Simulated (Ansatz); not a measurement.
Ansatz (a first-principles code) input (RI-MP2/cc-pV(T+d)Z):
A basis named .json is the Basis Set Exchange file of that set.

Ansatz 0.2 input:
```yaml
crystal:
  periodic: [false, false, false]
  atoms:
    - {symbol: Al, position_ang: [0.26089531, 0.21329292, 0.23677331]}
    - {symbol: O, position_ang: [1.18655868, -0.44770898, -0.94995563]}
    - {symbol: F, position_ang: [-1.43156761, 0.08987376, 0.50239912]}
basis:
  gaussian:
    orbitals: cc-pV_T+d_Z.json
    fitting: {mean_field: def2-universal-jkfit, correlation: cc-pVTZ-RIFIT.json}
total_charge: -1
magnetization: {spin_polarized: true, initial_magnetization: 1}
correlation: {method: mp2, electrons: outside_noble_gas}
```

End of the output:

```
integrals: 0.03 GiB planned
282 factors; integrals over basis functions are off by at most 9.0e-1 eV
284 factors; integrals over basis functions are off by at most 5.3e-1 eV
mean field: 0.16 GiB planned
mean field evaluation 1: about -11327.6313 eV, gradient 2.1e1 eV
mean field evaluation 2: about -11328.2595 eV, gradient 2.2e1 eV
mean field evaluation 4: about -11330.1680 eV, gradient 1.3e0 eV
mean field evaluation 8: about -11330.2129 eV, gradient 3.2e-2 eV
mean field evaluation 16: about -11328.8620 eV, gradient 8.8e-7 eV
mean field evaluation 32: about -11321.9665 eV, gradient 2.7e1 eV
mean field evaluation 64: about -11330.2033 eV, gradient 5.9e-1 eV
mean field evaluation 96: about -11330.1676 eV, gradient 1.3e0 eV
mean field -11330.21287357 eV, -416.3776432094 hartree, gradient 1.1e-6 eV, S^2 0.758497; 11 other end points of the search recorded, 0 dependent functions left out
7 core orbitals not correlated
reference -11330.21287357 eV, -416.3776432094 hartree; 9, 8 occupied and 83, 84 virtual orbitals, 284 factors
second order -15.71622224 eV of doubles, -0.00000000 eV of singles
Total energy: -11345.92909580 eV, -416.9552037239 hartree
```
